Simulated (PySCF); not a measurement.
# Deuteron quadrupole couplings in `C=C[C@@H]1C=C(C)[C@@H]1F`

Species: C7H9F.
Z-matrix (Å and degrees, GFN2-xTB geometry), rows numbered from 1:
```
C 
C   1  1.3199
C   2  1.4896  1  123.96
C   3  1.5154  2  115.26  1  -130.65
C   4  1.3328  3   95.33  2  -112.62
C   5  1.4799  4  136.83  3   178.67
C   5  1.5112  4   93.37  3    -2.82
F   7  1.3726  3  115.85  2    -4.60
H   1  1.0763  2  121.89  3   179.72
H   1  1.0781  2  121.79  3    -0.31
H   2  1.0812  1  120.98  3  -179.96
H   3  1.0928  2  110.75  1     2.43
H   4  1.0739  3  130.40  2    67.26
H   6  1.0902  5  110.13  4   116.69
H   6  1.0870  5  110.61  4    -4.05
H   6  1.0894  5  109.87  4  -124.86
H   7  1.0948  3  115.01  2  -129.67
```

Level: PBE0/pcSseg-1 (PySCF, non-relativistic); Q(2H) = 0.00286 b; rigid geometry, the same for H and D, with no vibrational averaging.

Question: Rank these positions by the coupling χzz of a deuteron there, largest first.
A. H14 (methyl hydrogen)
B. H11 (vinylic hydrogen)
C. H10 (vinylic hydrogen)
D. H12 (methine hydrogen)
E. H13 (vinylic hydrogen)
F. H17 (methine hydrogen)

Answer: E (231 kHz), C (225 kHz), B (217 kHz), A (208 kHz), D (203 kHz), F (196 kHz).

Question: What are Vzz, η and χzz (234.96 MHz × Q × Vzz) at all hydrogens?

Answer: 
```tsv
atom	bonded to	bond length (Å)	Vzz (au)	η	χzz (kHz)
H9	C1	1.076	0.3391	0.05	228
H10	C1	1.078	0.3356	0.06	225
H11	C2	1.081	0.3235	0.06	217
H12	C3	1.093	0.3019	0.03	203
H13	C4	1.074	0.3440	0.03	231
H14	C6	1.090	0.3102	0.02	208
H15	C6	1.087	0.3155	0.02	212
H16	C6	1.089	0.3100	0.02	208
H17	C7	1.095	0.2918	0.08	196
```

Question: How does χzz go with the bond length over the 9 C–H bonds?

Answer: A straight-line fit has a slope of -15.4 kHz for each 0.01 Å, with a correlation coefficient of -0.99, over lengths from 1.074 to 1.095 Å. The longer bonds have the smaller couplings here.

Geometry: GFN2-xTB, one conformer, isolated molecule. GFN2-xTB bond lengths can be off by several hundredths of an ångström, more for odd bonds, and the gradients follow them. With a basis this small, the couplings can be 20 % off.
